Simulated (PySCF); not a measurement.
C3H7NOSi, SMILES C1=CO[SiH2]NC1. Geometry optimised at PBE-D3(BJ)/def2-SVP. This is a generated structure with no PubChem entry under its InChIKey; it may be hypothetical. Other conformers were not sampled.

The numbers are results of PBE-D3(BJ)/def2-SVP run with PySCF, not measurements.

Harmonic wavenumbers (cm⁻¹): 98, 143, 270, 379, 420, 449, 639, 653, 709, 740, 766, 850, 871, 892, 911, 955, 974, 1048, 1134, 1190, 1255, 1271, 1346, 1389, 1433, 1674, 2139, 2196, 2855, 2919, 3096, 3131, 3551. Rotational constants (GHz): 4.278, 3.464, 2.027; symmetry number 1.

Task: Work out the zero-point energy and the ideal-gas rigid-rotor harmonic-oscillator thermochemistry at 298.15 K and 1 atm.

Result: ZPE = ½ Σ hcν = ½ × 42347 cm⁻¹ = 60.54 kcal/mol. H − E(el) = 65.26 kcal/mol. Entropy in cal/(mol K): translation 39.75, rotation 26.77, vibration 13.25, total 79.77. G − E(el) = 41.47 kcal/mol. Cp = 26.44 cal/(mol K). Modes under 150 cm⁻¹ make the vibrational entropy uncertain.
